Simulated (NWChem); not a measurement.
System: Si2H4OCl2; SMILES Cl[SiH2]O[SiH2]Cl

Here is an NWChem input.

```
start job
memory heap 200 mb stack 900 mb global 1100 mb
geometry units angstroms
  Si    -1.482007    -0.684857    -0.142981
  Cl    -2.534281     0.959146    -0.572002
  O     -0.100072    -0.217419     0.559633
  Si     1.363571     0.424933     0.803693
  Cl     2.683813    -0.630978    -0.262184
  H     -1.151417    -1.388387    -1.372469
  H     -2.150974    -1.471809     0.879537
  H      1.593945     0.249337     2.227929
  H      1.338657     1.799309     0.327924
end
basis spherical
  * library def2-svp
end
dft
  xc xpbe96 cpbe96
  disp vdw 4
  iterations 150
end
driver
  maxiter 120
end
task dft optimize
task dft freq
```

NWChem printed, in part:

```
             Northwest Computational Chemistry Package (NWChem) 7.3.0
             --------------------------------------------------------

 C1  symmetry detected

                             Geometry "geometry" -> ""
                             -------------------------

 Output coordinates in angstroms (scale by  1.889725989 to convert to a.u.)

  No.       Tag          Charge          X              Y              Z
 ---- ---------------- ---------- -------------- -------------- --------------
    1 Si                  14.0000    -0.84578824    -1.35676614    -0.33710005
    2 Cl                  17.0000     0.38399525    -2.70464747     0.47833478
    3 O                    8.0000     0.00280200    -0.00018690    -0.58508478
    4 Si                  14.0000     0.84585233     1.35680889    -0.33556371
    5 Cl                  17.0000    -0.38541767     2.70469535     0.47761340
    6 H                    1.0000    -1.92452905    -1.05478780     0.59080743
    7 H                    1.0000    -1.25104619    -1.77000662    -1.67027358
    8 H                    1.0000     1.25354662     1.77004035    -1.66799737
    9 H                    1.0000     1.92289644     1.05483668     0.59431532

 Effective nuclear repulsion energy (a.u.)     425.6749538509

                                Z-matrix (autoz)
                                --------

 Units are Angstrom for bonds and degrees for angles

      Type          Name      I     J     K     L     M      Value
      ----------- --------  ----- ----- ----- ----- ----- ----------
    1 Stretch                  1     2                       1.99852
    2 Stretch                  1     3                       1.61923
    3 Stretch                  1     6                       1.45461
    4 Stretch                  1     7                       1.45339
    5 Stretch                  3     4                       1.61692
    6 Stretch                  4     5                       1.99852
    7 Stretch                  4     8                       1.45339
    8 Stretch                  4     9                       1.45461
    9 Bend                     1     3     4               162.31234
   10 Bend                     2     1     3               107.76078
   11 Bend                     2     1     6               109.63810
   12 Bend                     2     1     7               110.73754
   13 Bend                     3     1     6               108.20515
   14 Bend                     3     1     7               104.11421
   15 Bend                     3     4     5               107.91401
   16 Bend                     3     4     8               104.08716
   17 Bend                     3     4     9               108.08834
   18 Bend                     5     4     8               110.73757
   19 Bend                     5     4     9               109.63810
   20 Bend                     6     1     7               115.93713
   21 Bend                     8     4     9               115.93708
   22 Torsion                  1     3     4     5         -66.94916
   23 Torsion                  1     3     4     8         175.35434
   24 Torsion                  1     3     4     9          51.55025
   25 Torsion                  2     1     3     4         -67.99727
   26 Torsion                  4     3     1     6          50.48179
   27 Torsion                  4     3     1     7         174.36217

  pbe96 is a nonlocal functional; adding pw91lda local functional.

                           NWChem Geometry Optimization
                           ----------------------------

[...]

      ----------------------
      Optimization converged
      ----------------------

  Step       Energy      Delta E   Gmax     Grms     Xrms     Xmax
  ---- ---------------- -------- -------- -------- -------- --------
@   16   -1575.90121352 -5.4D-08  0.00003  0.00001  0.00034  0.00060
                                     ok       ok       ok       ok

                                Z-matrix (autoz)
                                --------

 Units are Angstrom for bonds and degrees for angles

      Type          Name      I     J     K     L     M      Value     Gradient
      ----------- --------  ----- ----- ----- ----- ----- ---------- ----------
    1 Stretch                  1     2                       2.07868   -0.00001
    2 Stretch                  1     3                       1.67011    0.00003
    3 Stretch                  1     6                       1.49584   -0.00001
    4 Stretch                  1     7                       1.49371    0.00000
    5 Stretch                  3     4                       1.67009    0.00003
    6 Stretch                  4     5                       2.07873   -0.00001
    7 Stretch                  4     8                       1.49373    0.00000
    8 Stretch                  4     9                       1.49584   -0.00001
    9 Bend                     1     3     4               138.39405    0.00000
   10 Bend                     2     1     3               109.58785   -0.00000
   11 Bend                     2     1     6               108.10405    0.00000
   12 Bend                     2     1     7               108.81744    0.00001
   13 Bend                     3     1     6               110.46201   -0.00000
   14 Bend                     3     1     7               107.25693   -0.00001
   15 Bend                     3     4     5               109.58520   -0.00000
   16 Bend                     3     4     8               107.27348   -0.00000
   17 Bend                     3     4     9               110.45413   -0.00000
   18 Bend                     5     4     8               108.81591    0.00000
   19 Bend                     5     4     9               108.10673    0.00000
   20 Bend                     6     1     7               112.57856    0.00000
   21 Bend                     8     4     9               112.57140    0.00000
   22 Torsion                  1     3     4     5         -43.65790    0.00000
   23 Torsion                  1     3     4     8        -161.63640    0.00000
   24 Torsion                  1     3     4     9          75.33959    0.00000
   25 Torsion                  2     1     3     4         -44.25973   -0.00000
   26 Torsion                  4     3     1     6          74.74096    0.00000
   27 Torsion                  4     3     1     7        -162.23209   -0.00000

                         Geometry "geometry" -> "geometry"
                         ---------------------------------

[...]

 Rotational Constants
 --------------------
 A=   0.102690 cm-1  (  0.147745 K)
 B=   0.034104 cm-1  (  0.049067 K)
 C=   0.030298 cm-1  (  0.043591 K)

 Temperature                      =   298.15K
 frequency scaling parameter      =   1.0000

 Zero-Point correction to Energy  =   26.433 kcal/mol  (  0.042123 au)
 Thermal correction to Energy     =   31.217 kcal/mol  (  0.049748 au)
 Thermal correction to Enthalpy   =   31.809 kcal/mol  (  0.050691 au)

 Total Entropy                    =   92.045 cal/mol-K
   - Translational                =   40.826 cal/mol-K (mol. weight = 145.9178)
   - Rotational                   =   29.097 cal/mol-K (symmetry #  =        1)
   - Vibrational                  =   22.122 cal/mol-K

 Cv (constant volume heat capacity) =   24.703 cal/mol-K
   - Translational                  =    2.979 cal/mol-K
   - Rotational                     =    2.979 cal/mol-K
   - Vibrational                    =   18.744 cal/mol-K

[normal modes left out]

 ----------------------------------------------------------------------------
 Normal Eigenvalue ||           Projected Infra Red Intensities
  Mode   [cm**-1]  || [atomic units] [(debye/angs)**2] [(KM/mol)] [arbitrary]
 ------ ---------- || -------------- ----------------- ---------- -----------
    1       -0.000 ||    0.000096           0.002         0.094       0.013
    2       -0.000 ||    0.000013           0.000         0.012       0.002
    3        0.000 ||    0.000089           0.002         0.087       0.012
    4        0.000 ||    0.000051           0.001         0.050       0.007
    5        0.000 ||    0.000011           0.000         0.011       0.002
    6        0.000 ||    0.000217           0.005         0.211       0.030
    7       28.695 ||    0.000250           0.006         0.243       0.035
    8       48.015 ||    0.003861           0.089         3.764       0.536
    9       64.460 ||    0.000761           0.018         0.741       0.106
   10      242.198 ||    0.013453           0.310        13.115       1.866
   11      279.703 ||    0.002354           0.054         2.295       0.327
   12      520.537 ||    0.041798           0.964        40.747       5.799
   13      536.581 ||    0.059190           1.366        57.702       8.212
   14      606.052 ||    0.001444           0.033         1.408       0.200
   15      611.286 ||    0.053757           1.240        52.405       7.458
   16      635.626 ||    0.053355           1.231        52.013       7.402
   17      701.380 ||    0.013796           0.318        13.449       1.914
   18      707.606 ||    0.020001           0.461        19.498       2.775
   19      851.257 ||    0.456729          10.537       445.242      63.362
   20      900.109 ||    0.247630           5.713       241.402      34.354
   21      925.961 ||    0.204573           4.720       199.428      28.381
   22      939.191 ||    0.001054           0.024         1.027       0.146
   23     1047.963 ||    0.388409           8.961       378.640      53.884
   24     2203.552 ||    0.153389           3.539       149.532      21.280
   25     2205.558 ||    0.000033           0.001         0.032       0.005
   26     2220.887 ||    0.103927           2.398       101.313      14.418
   27     2222.247 ||    0.125979           2.906       122.811      17.477
 ----------------------------------------------------------------------------
```

Level: PBE-D3(BJ)/def2-SVP. The printed entropy takes a lower symmetry number than the molecule has.
